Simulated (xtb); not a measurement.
phosphoric acid (H3O4P), singlet, geometry from GFN2-xTB, atoms displaced at random by about 0.06 Å a coordinate; xtb with GFN2-xTB.

Input for xtb:
```
$ xtb mol.xyz --gfn 2 --chrg 0 --uhf 0 --opt --json

# file mol.xyz
8

O      0.41242660     0.09834571     1.47455094
P      0.09660357    -0.00741838    -0.13613058
O      1.21511692    -0.04935785    -1.09445348
O     -0.89068814    -1.18769584    -0.13455050
O     -0.90217709     1.21036149    -0.18731147
H      1.25296377     0.71587452     1.62841933
H     -0.31402618    -2.00583541    -0.30184369
H     -1.18305566     1.46212505    -1.16760775
```

What the program printed (banner, timings and long lists left out):

```
   ID    Z sym.   atoms
    1    8 O      1, 3-5
    2   15 P      2
    3    1 H      6-8

           -------------------------------------------------
          |                Calculation Setup                |
           -------------------------------------------------

           -------------------------------------------------
          |                 G F N 2 - x T B                 |
           -------------------------------------------------

          ...................................................
          :                      SETUP                      :
          :.................................................:
          :  # basis functions                  29          :
          :  # atomic orbitals                  28          :
          :  # shells                           14          :
          :  # electrons                        32          :
          :  max. iterations                   250          :
          :  Hamiltonian                  GFN2-xTB          :
          :  restarted?                      false          :
          :  GBSA solvation                  false          :
          :  PC potential                    false          :
          :  electronic temp.          300.0000000     K    :
          :  accuracy                    1.0000000          :
          :  -> integral cutoff          0.2500000E+02      :
          :  -> integral neglect         0.1000000E-07      :
          :  -> SCF convergence          0.1000000E-05 Eh   :
          :  -> wf. convergence          0.1000000E-03 e    :
          :  Broyden damping             0.4000000          :
          :  net charge                          0          :
          :  unpaired electrons                  0          :
          ...................................................

 iter      E             dE          RMSdq      gap      omega  full diag
   1    -20.4599409 -0.204599E+02  0.951E+00   11.20       0.0  T
   2    -20.5073919 -0.474510E-01  0.543E+00   10.23       1.0  T
   3    -20.5198298 -0.124378E-01  0.150E+00    9.56       1.0  T
   4    -20.5216578 -0.182806E-02  0.710E-01    9.78       1.0  T
   5    -20.5218255 -0.167660E-03  0.234E-01    9.72       1.0  T
   6    -20.5218278 -0.237676E-05  0.186E-01    9.83       1.0  T
   7    -20.5218798 -0.519165E-04  0.877E-02    9.76       1.0  T
   8    -20.5218923 -0.125033E-04  0.100E-02    9.79       3.5  T
   9    -20.5218924 -0.818919E-07  0.391E-03    9.78       9.1  T
  10    -20.5218924 -0.230732E-07  0.942E-04    9.78      37.5  T
  11    -20.5218924 -0.110770E-08  0.235E-04    9.78     150.7  T

   *** convergence criteria satisfied after 11 iterations ***

         :::::::::::::::::::::::::::::::::::::::::::::::::::::
         ::                     SUMMARY                     ::
         :::::::::::::::::::::::::::::::::::::::::::::::::::::
         :: total energy             -20.436382068881 Eh    ::
         :: gradient norm              0.159720196237 Eh/a0 ::
         :: HOMO-LUMO gap              9.783846568525 eV    ::
         ::.................................................::
         :: SCC energy               -20.521890645591 Eh    ::
         :: -> isotropic ES            0.112922357253 Eh    ::
         :: -> anisotropic ES         -0.000358490293 Eh    ::
         :: -> anisotropic XC         -0.001622431665 Eh    ::
         :: -> dispersion             -0.004293324887 Eh    ::
         :: repulsion energy           0.085508576710 Eh    ::
         :: add. restraining           0.000000000000 Eh    ::
         :: total charge              -0.000000000000 e     ::
         :::::::::::::::::::::::::::::::::::::::::::::::::::::

      -----------------------------------------------------------
     |                   =====================                   |
     |                        A N C O P T                        |
     |                   =====================                   |
[...]
 * total energy  :   -20.4533524 Eh     change       -0.1697037E-01 Eh
 * total energy  :   -20.4570685 Eh     change       -0.3716062E-02 Eh
 * total energy  :   -20.4580319 Eh     change       -0.9634149E-03 Eh
 * total energy  :   -20.4583175 Eh     change       -0.2856276E-03 Eh
 * total energy  :   -20.4583819 Eh     change       -0.6431460E-04 Eh
 * total energy  :   -20.4583957 Eh     change       -0.1384482E-04 Eh
 * total energy  :   -20.4584074 Eh     change       -0.1171005E-04 Eh
 * total energy  :   -20.4584133 Eh     change       -0.5897897E-05 Eh
 * total energy  :   -20.4584185 Eh     change       -0.5233032E-05 Eh
 * total energy  :   -20.4584247 Eh     change       -0.6160032E-05 Eh
 * total energy  :   -20.4584276 Eh     change       -0.2943311E-05 Eh
 * total energy  :   -20.4584298 Eh     change       -0.2185179E-05 Eh
   *** GEOMETRY OPTIMIZATION CONVERGED AFTER 13 ITERATIONS ***
         :: total energy             -20.458429828637 Eh    ::
[...]
        10        2.0000           -0.5639656             -15.3463
        11        2.0000           -0.5149550             -14.0126
        12        2.0000           -0.5133934             -13.9701
        13        2.0000           -0.5131976             -13.9648
        14        2.0000           -0.4802736             -13.0689
        15        2.0000           -0.4436101             -12.0712
        16        2.0000           -0.4435991             -12.0709 (HOMO)
        17                         -0.0388724              -1.0578 (LUMO)
        18                         -0.0191653              -0.5215
        19                         -0.0189053              -0.5144
        20                          0.0589937               1.6053
        21                          0.1361492               3.7048
        22                          0.1364661               3.7134
        23                          0.2365891               6.4379
        24                          0.3492396               9.5033
        25                          0.3495258               9.5111
        26                          0.9818558              26.7177
        27                          0.9833059              26.7571
        28                          1.1722666              31.8990
      -------------------------------------------------------------
                  HL-Gap            0.4047267 Eh           11.0132 eV
             Fermi-level           -0.2412357 Eh           -6.5644 eV

     #   Z          covCN         q      C6AA      α(0)
     1   8 O        1.614    -0.400    20.863     6.165
     2  15 P        3.569     0.659   134.162    20.807
     3   8 O        0.808    -0.515    24.148     6.587
     4   8 O        1.614    -0.400    20.862     6.165
     5   8 O        1.614    -0.400    20.864     6.165
     6   1 H        0.919     0.352     0.574     1.185
     7   1 H        0.918     0.352     0.574     1.185
     8   1 H        0.919     0.352     0.574     1.185

 Mol. C6AA /au·bohr⁶  :       1033.654863
 Mol. C8AA /au·bohr⁸  :      30927.895153
 Mol. α(0) /au        :         49.444188

Wiberg/Mayer (AO) data.
largest (>0.10) Wiberg bond orders for each atom

 ---------------------------------------------------------------------------
     #   Z sym  total        # sym  WBO       # sym  WBO       # sym  WBO
 ---------------------------------------------------------------------------
     1   8 O    2.229 --     2 P    1.219     6 H    0.848
     2  15 P    5.520 --     3 O    1.816     1 O    1.219     4 O    1.219
                             5 O    1.218
     3   8 O    2.047 --     2 P    1.816
     4   8 O    2.229 --     2 P    1.219     7 H    0.848
     5   8 O    2.229 --     2 P    1.218     8 H    0.848
     6   1 H    0.876 --     1 O    0.848
     7   1 H    0.876 --     4 O    0.848
     8   1 H    0.876 --     5 O    0.848
 ---------------------------------------------------------------------------

Topologies differ in total number of bonds
Writing topology from bond orders to xtbtopo.mol

molecular dipole:
                 x           y           z       tot (Debye)
 q only:       -0.158      -0.005       0.133
   full:       -0.135      -0.007       0.113       0.449
molecular quadrupole (traceless):
                xx          xy          yy          xz          yz          zz
 q only:       -3.592      -0.014       4.893       7.290       0.009      -1.300
  q+dip:       -4.087      -0.013       5.564       8.290       0.007      -1.477
   full:       -4.589      -0.013       6.244       9.305       0.008      -1.655

optimized geometry written to: xtbopt.xyz

           -------------------------------------------------
          | TOTAL ENERGY              -20.458429828637 Eh   |
          | GRADIENT NORM               0.000585906654 Eh/α |
          | HOMO-LUMO GAP              11.013173493920 eV   |
           -------------------------------------------------

normal termination of xtb
```
